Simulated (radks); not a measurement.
The numbers below are computed, except where a source is named.
How relativity changes the ionisation of neutral boron ([He] 2s2 2p1) to B+ ([He] 2s2). Spin-unpolarised spherical Kohn-Sham, PBE, point nucleus unless stated (finite: rms radius 2.406 fm), a radial shooting solver on a logarithmic mesh with Libxc functionals. A level marked "c x" has the speed of light scaled by that factor and shares open shells by 2j + 1; other Dirac levels either fill j = l - 1/2 first or share by 2j + 1.

level                               E(B) (hartree)  E(B+) (hartree)  IE (eV)   HOMO  <r> HOMO (bohr)
non-rel.                                 -24.59558        -24.29343    8.222     2p            2.301
scalar-rel.                              -24.60320        -24.30114    8.219     2p            2.301
scalar-rel., finite nucleus              -24.60320        -24.30114    8.219     2p            2.301
Dirac, 2j+1 shares                       -24.60320        -24.30114    8.219  2p3/2            2.302
Dirac, low j first                       -24.60328        -24.30114    8.222  2p1/2            2.301
Dirac, 2j+1 shares, finite nucleus       -24.60320        -24.30114    8.219  2p3/2            2.302
Dirac, c x 0.75                          -24.60913        -24.30714    8.218  2p3/2            2.302
Dirac, c x 1.5                           -24.59896        -24.29686    8.221  2p3/2            2.302
Dirac, c x 2                             -24.59748        -24.29536    8.221  2p3/2            2.301

NIST Atomic Spectra Database: 8.298 eV (measured). The relativistic part of the total energy of B is -0.007619 hartree (Dirac, 2j+1 shares, finite nucleus), 0.031 % of the non-relativistic value. Spin polarisation and multiplet splitting of open shells are left out at every level.

Beside tabulated values, note that spin-unpolarised runs miss the spin-polarisation part of the exchange energy of open shells.
